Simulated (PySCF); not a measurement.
Compound: 1,1,1-trichloro-2,2-difluoroethane, C2HCl3F2.
Z-matrix (Å and degrees, GFN2-xTB geometry), rows numbered from 1:
```
F 
C   1  1.3432
F   2  1.3431  1  106.97
C   2  1.5379  1  110.40  3   120.25
Cl  4  1.7695  2  110.49  1   -58.99
Cl  4  1.7730  2  108.32  1  -179.61
Cl  4  1.7731  2  108.22  1    61.61
H   2  1.1017  1  108.71  3  -117.21
```

Computed at PBE0/pcSseg-1 (PySCF, non-relativistic), with Q(35Cl) = −0.0817 b: Cl5, 35Cl (I = 3/2): χzz = -86.25 MHz, η = 0.011; Cl6, 35Cl (I = 3/2): χzz = -84.74 MHz, η = 0.024.

Task: Find the zero-field quadrupole resonance frequencies of 35Cl at Cl5.

Result: From ν = (|χ|/2)√(1 + η²/3): ν = 43.13 MHz (chlorine of a CCl3 group). For 37Cl the ratio of quadrupole moments, 0.7881, gives 33.99 MHz.

Task: Find the zero-field quadrupole resonance frequencies of 35Cl at Cl6.

Result: From ν = (|χ|/2)√(1 + η²/3): ν = 42.37 MHz (chlorine of a CCl3 group). For 37Cl the ratio of quadrupole moments, 0.7881, gives 33.39 MHz.

Task: Apply the simplest Townes–Dailey estimate (no s hybridisation, no π bonding), ionic character = 1 − χzz/χ0, where χ0 is the coupling for one missing p electron along the bond: −109.74 MHz for 35Cl.

Result: Cl5 on C4: 1 − (-86.25)/(-109.74) = 0.21; Cl6 on C4: 1 − (-84.74)/(-109.74) = 0.23. In this model a purely covalent bond gives χ0 and a free halide ion gives zero; s hybridisation or π bonding, where present, is counted here as ionic character.

In a crystal, neighbours and librations shift these lines. Geometry: GFN2-xTB; no solvent, vibrations or thermal averaging. GFN2-xTB bond lengths can be off by several hundredths of an ångström, more for odd bonds, and the gradients follow them. The basis is small and wasn't made for field gradients, so the couplings can be 20 % off.
